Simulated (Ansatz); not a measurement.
BFH (SMILES [BH]F), charge 0, multiplicity 2, relaxed at each level with Ansatz (an electronic-structure program); harmonic frequencies from differences of analytic forces, average atomic masses, frozen cores. Open shells are unrestricted.

| mode | PBE/def2-TZVPP (cm⁻¹) | B3LYP/def2-TZVPP (cm⁻¹) | PBE0/def2-TZVPP (cm⁻¹) | wB97X-V/def2-TZVPP (cm⁻¹) | MP2/cc-pVTZ (cm⁻¹) | CCSD(T)/cc-pVTZ (cm⁻¹) |
|---|---|---|---|---|---|---|
| 1 | 966 | 999 | 998 | 998 | 1035 | ? |
| 2 | 1299 | 1329 | 1349 | 1336 | 1347 | ? |
| 3 | 2459 | 2527 | 2533 | 2538 | 2616 | ? |

**Question.** Modes are in rising order at each level. Complete the blanks.

**Answer.** 
- 1, CCSD(T)/cc-pVTZ (cm⁻¹): 1020
- 3, CCSD(T)/cc-pVTZ (cm⁻¹): 2543
- 2, CCSD(T)/cc-pVTZ (cm⁻¹): 1348
